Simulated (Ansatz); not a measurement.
The inner images of a band of Cl₂F₂H₃NZr (9 atoms, charge 0, multiplicity 1) are given out of order.

Method: Ansatz 0.2.0, RKS B3LYP-D4/def2-SVP.

First end point:

```xyz
9
Properties=species:S:1:pos:R:3
Zr 0.093 -0.107 0.032
Cl -0.070 0.228 2.463
Cl 2.220 0.208 -0.970
F -0.980 1.304 -0.638
N -0.948 -1.652 -0.718
H -0.715 -2.638 -0.605
H -1.760 -1.561 -1.330
F 1.121 -1.975 1.188
H 0.920 -1.593 2.040
```

Last end point:

```xyz
9
Properties=species:S:1:pos:R:3
Zr 0.487 -0.372 -0.212
Cl -0.762 -0.465 2.704
Cl 1.980 -0.063 -2.035
F -0.338 1.339 -0.008
N -0.893 -1.698 -0.833
H -0.759 -2.708 -0.887
H -1.823 -1.472 -1.187
F 1.640 -1.221 1.095
H 0.348 -1.127 2.825
```

Task: Put them in order from the first end to the last, with their energies above the first end.
A.
```xyz
9
Properties=species:S:1:pos:R:3
Zr 0.178 -0.260 0.029
Cl -0.337 0.068 2.500
Cl 2.168 -0.062 -1.257
F -0.782 1.305 -0.424
N -0.967 -1.686 -0.787
H -0.713 -2.662 -0.946
H -1.877 -1.503 -1.212
F 1.343 -1.702 1.391
H 0.868 -1.284 2.165
```
B.
```xyz
9
Properties=species:S:1:pos:R:3
Zr 0.126 -0.168 0.030
Cl -0.222 0.169 2.463
Cl 2.213 0.061 -1.076
F -0.896 1.314 -0.559
N -0.961 -1.663 -0.749
H -0.689 -2.642 -0.833
H -1.860 -1.525 -1.214
F 1.251 -1.862 1.291
H 0.919 -1.470 2.108
```
C.
```xyz
9
Properties=species:S:1:pos:R:3
Zr 0.423 -0.414 -0.168
Cl -0.559 -0.235 2.776
Cl 2.031 -0.028 -1.871
F -0.479 1.268 -0.052
N -0.924 -1.731 -0.867
H -0.785 -2.740 -0.938
H -1.823 -1.494 -1.288
F 1.522 -1.387 1.117
H 0.475 -1.025 2.752
```
D.
```xyz
9
Properties=species:S:1:pos:R:3
Zr 0.362 -0.421 -0.097
Cl -0.388 -0.067 2.732
Cl 2.124 -0.035 -1.636
F -0.611 1.226 -0.158
N -0.942 -1.738 -0.857
H -0.778 -2.740 -0.954
H -1.836 -1.500 -1.288
F 1.395 -1.534 1.182
H 0.554 -0.976 2.537
```
E.
```xyz
9
Properties=species:S:1:pos:R:3
Zr 0.272 -0.364 -0.017
Cl -0.308 -0.005 2.612
Cl 2.151 -0.066 -1.431
F -0.713 1.239 -0.298
N -0.952 -1.728 -0.812
H -0.744 -2.719 -0.939
H -1.854 -1.516 -1.242
F 1.334 -1.589 1.335
H 0.694 -1.039 2.253
```

Result: B (+0.027 eV), A (+0.112 eV), E (+0.277 eV), D (+0.148 eV), C (+0.081 eV).

Time of the run: 3.7 min on 4 threads of Arm Neoverse V1, on a shared host, peak memory 0.36 GiB.
